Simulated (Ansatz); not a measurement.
Reaction (ligand exchange at the Si–C bond): `F[SiH2]OC[SiH3]` + `[CH3][Al]([OH])[SiH3]` → `[CH3][Al]([SiH3])[O][SiH3]` + `CO[SiH2]F`

Isolated molecules relaxed with PBE0-D4/def2-TZVP in Ansatz; ΔE leaves out vibrations. CCSD(T)/CBS is the MP2 limit (def2-TZVPP, def2-QZVPP) plus CCSD(T) − MP2 in def2-TZVPP, frozen cores. One conformer a species, not always the lowest.

```
                     species  HF/def2-TZVPP energy (Eh)
           `F[SiH2]OC[SiH3]`                 -794.32755
     `[CH3][Al]([OH])[SiH3]`                 -647.78623
`[CH3][Al]([SiH3])[O][SiH3]`                 -937.94488
                 `CO[SiH2]F`                 -504.22681
```

(1) Work out ΔE.

Largest T1 diagnostic among the species: 0.013.

Answers

(1) ΔE = (-937.94488) + (-504.22681) − (-794.32755) − (-647.78623) = -0.05791 Eh = -152.0 kJ/mol. CCSD(T)/CBS gives -126.9 kJ/mol.

In def2-TZVPP, CCSD(T) changes the Hartree–Fock value by +24.5 kJ/mol (the triples alone add +3.4 kJ/mol) and MP2 by +21.9 kJ/mol. From PBE to PBE0 (25 % exact exchange), in def2-TZVPP and without D4, ΔE moves by −8.4 kJ/mol.
